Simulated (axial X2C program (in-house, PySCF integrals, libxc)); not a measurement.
# CuBr⁺: properties at the nuclei

Computed with an in-house all-electron X2C program for linear molecules (integrals from PySCF): two-component X2C with atomic mean-field Coulomb and Gaunt terms, Gaussian nuclei, basis Br dyall-cv3z, Cu dyall-cv3z with contracted cores.

R = 2.191 Å (near the PBE0 minimum at charge 1 of the determinant lowest at the starting distance; the state shown can have its own minimum elsewhere).

Input and command:
```json
{"zs": [35, 29], "q": 1, "bas": ["dyall-cv3z", "dyall-cv3z"], "r0": 2.26, "levels": ["PBE0", "HF", "PBE", "BP86", "PBE50"], "nst": 3}
```
```bash
python soeom.py task.json out
```

Keys: zs atomic numbers; q charge; bas basis sets; r0 starting distance in Å; levels methods; nst determinants followed.

Determinant lowest in the PBE0 search, Ω = 3/2 (⟨Sz⟩ = 0.50, ⟨Lz⟩ = 1.00 at PBE0), spin on the atoms Br 0.39, Cu 0.11:

```
level  Eeff magnitude (GV/cm)  Ws magnitude Br (kHz)  A∥/gI Br (MHz)  qzz Br (a.u.)  A∥/gI Cu (MHz)  qzz Cu (a.u.)
 PBE0                   0.173                 0.0669             514          -0.24             132           0.17
   HF                   0.352                 0.0909             643          -3.29           -3.44          -0.81
  PBE                  0.0885                 0.0448             459           1.05             165           0.60
 BP86                  0.0851                 0.0434             470           1.07             166           0.61
PBE50                    0.26                 0.0819             602          -1.85            59.5          -0.32
```

Determinant 0.26 eV from it at PBE0 and this distance, Ω = 1/2 (⟨Sz⟩ = -0.49, ⟨Lz⟩ = 0.99 at PBE0), spin on the atoms Br -0.37, Cu -0.11:

| level | Eeff magnitude (GV/cm) | Ws magnitude Br (kHz) | Ws magnitude Cu (kHz) | A∥/gI Br (MHz) | qzz Br (a.u.) | A∥/gI Cu (MHz) | qzz Cu (a.u.) |
| --- | --- | --- | --- | --- | --- | --- | --- |
| PBE0 | 0.203 | 0.202 | 0.07 | 2420 | -0.16 | 543 | 0.23 |
| HF | 0.517 | 0.667 | 0.208 | 2290 | -2.22 | 305 | -0.74 |
| PBE | 0.242 | 0.213 | 0.0483 | 2350 | 1.00 | 555 | 0.65 |
| BP86 | 0.251 | 0.224 | 0.0517 | 2360 | 1.02 | 546 | 0.66 |
| PBE50 | 0.256 | 0.33 | 0.128 | 2580 | -1.57 | 419 | -0.26 |

Eeff is the effective electric field on the electron electric dipole moment in this Ω state and Ws the scalar–pseudoscalar constant of the nucleus named (defined with the proton number Z and per Ω); A∥ (defined per Ω) follows by multiplying with gI = μI/(I μN); qzz is the electric field gradient, eQq0 = 234.96 MHz × Q/barn × qzz. The operators were transformed with the bare-nucleus X2C matrices; with these basis sets, hyperfine constants and field gradients can be off by tens of per cent, and where levels differ in sign neither size nor sign is settled.

Problem. With gI(79Br) = 1.4043 (g factors from the IAEA table of nuclear moments by Stone), turn the PBE0 values of the first state into constants in MHz.

Solution. A∥(79Br) = 514 × 1.4043 = 722 MHz.

Each state is one determinant with collinear spin. Unrestricted Hartree–Fock can overshoot spin polarisation at the nuclei. Where Eeff spreads by more than a factor of two the levels disagree and none is to be relied on. The search compared states at one distance, so a state with another bond length can lie lower. The sign of Ws at Cu differs between levels in the first state. Further determinants of the search, some of them spin-mixed, are not shown. Where a field gradient or hyperfine factor spreads by more than a factor of two over the levels, a constant derived from it is not to be relied on. PBE0 term energies can be off by some tenths of an eV.
